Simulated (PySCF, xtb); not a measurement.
BrH5N2Sn, SMILES [Br][SnH]([NH2])[NH2].

GFN2-xTB (xtb) at its own geometry gives an orbital gap of 3.49 eV and a dipole moment of 6.95 D.

Coordinates come from a PBE0-D3(BJ)/def2-SVP optimisation. The structure was generated by enumeration; whether it is a known compound was not checked. The def2 effective core potentials stand for the cores of Sn; spin–orbit coupling is left out. Other conformers were not sampled.

Question: What does PySCF with M06-2X/def2-TZVP give? (Estimate from the structure and the level; the computed values follow.)

Answer: gap 9.00 eV (levels -9.00 and 0.01 eV), dipole 1.14 D.
